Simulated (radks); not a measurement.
Results of a calculation; reference values are marked as such.
All-electron atom: the tellurium ion Te10+ in [Kr] 4d6.

Level of theory: Dirac Kohn-Sham, LDA (Slater exchange, Perdew-Wang correlation), spin-unpolarised, spherical densities, point nucleus; open shells fill j = l - 1/2 first (a radial shooting solver on a logarithmic mesh with Libxc functionals).

Energy parts (hartree):
total: -6759.65521
kinetic: 7149.51841
electron-nucleus: -16144.71623
Hartree: 2399.43029
exchange-correlation: -163.88768

Orbitals (lengths in bohr, moments of r in powers of bohr; r(90%) holds 90 % of the orbital's charge):
orbital,occ.,eigenvalue (hartree),<r^2>,r(90%),small-component weight
1s1/2,2,-1167.111,0.001050,0.0500,3.66e-02
2s1/2,2,-184.7959,0.01690,0.185,7.79e-03
2p1/2,2,-173.6661,0.01251,0.165,7.82e-03
2p3/2,4,-163.5912,0.01380,0.173,7.44e-03
3s1/2,2,-42.12248,0.1185,0.473,2.29e-03
3p1/2,2,-37.54383,0.1131,0.469,2.24e-03
3p3/2,4,-35.65827,0.1213,0.485,2.14e-03
3d3/2,4,-27.56566,0.1023,0.462,2.02e-03
3d5/2,6,-27.16984,0.1047,0.467,1.99e-03
4s1/2,2,-12.33357,0.6203,1.06,6.94e-04
4p1/2,2,-10.70841,0.6688,1.11,6.41e-04
4p3/2,4,-10.31022,0.7103,1.15,6.12e-04
4d3/2,4,-7.63855,0.8482,1.28,5.02e-04
4d5/2,2,-7.56949,0.8630,1.29,4.94e-04

The highest occupied level is 4d5/2 at -205.98 eV. For comparison, the ionisation energy in NIST's Atomic Spectra Database is 215 eV (theoretical). In exact Kohn-Sham theory the highest level is minus the ionisation energy, but local and semilocal functionals leave it too shallow, through self-interaction and a potential that decays too fast; potentials with the right tail come closer. The density falls to 0.001 e/bohr^3 at r = 2.12 bohr.

Beside tabulated values, note that spin-unpolarised runs miss the spin-polarisation part of the exchange energy of open shells.
